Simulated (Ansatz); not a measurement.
Start from `[Cl][Au]` and change one element to get `[Cl][Ag]`.

Ansatz, PBE0-D4/def2-TZVP geometries, multiplicity 1. 

Elements past krypton have def2 core potentials. Outer-core shells of Ag, Au are correlated without core-valence functions. Spin–orbit coupling is left out.

| property | `[Cl][Au]` |
| --- | --- |
| HOMO–LUMO gap (PBE/def2-TZVPP) / eV | 2.02 |
| HOMO–LUMO gap (ωB97M-V/def2-TZVPP) / eV | 8.29 |
| HOMO energy (B3LYP/def2-TZVPP) / eV | -7.80 |
| LUMO energy (ωB97M-V/def2-TZVPP) / eV | -1.88 |
| HOMO–LUMO gap (B3LYP/def2-TZVPP) / eV | 3.67 |
| vertical ionisation energy (CCSD(T)/def2-TZVPP) / eV | 10.36 |

(1) What does the change do to each property? (Estimate.)

## Answers

(1) Computed: 
| property | `[Cl][Ag]` | shift |
| --- | --- | --- |
| HOMO–LUMO gap (PBE/def2-TZVPP) / eV | 2.29 | 0.27 |
| HOMO–LUMO gap (ωB97M-V/def2-TZVPP) / eV | 8.21 | -0.08 |
| HOMO energy (B3LYP/def2-TZVPP) / eV | -7.36 | 0.44 |
| LUMO energy (ωB97M-V/def2-TZVPP) / eV | -1.50 | 0.38 |
| HOMO–LUMO gap (B3LYP/def2-TZVPP) / eV | 3.79 | 0.12 |
| vertical ionisation energy (CCSD(T)/def2-TZVPP) / eV | 9.85 | -0.51 |

With PBE0 the HOMO rises by 0.46 eV and the LUMO rises by 0.62 eV, so the gap widens by about 0.16 eV. PBE moves the HOMO by 0.40 eV and ωB97M-V by 0.46 eV.

B3LYP here is the variant with VWN-RPA as its local correlation; programs differ in this.
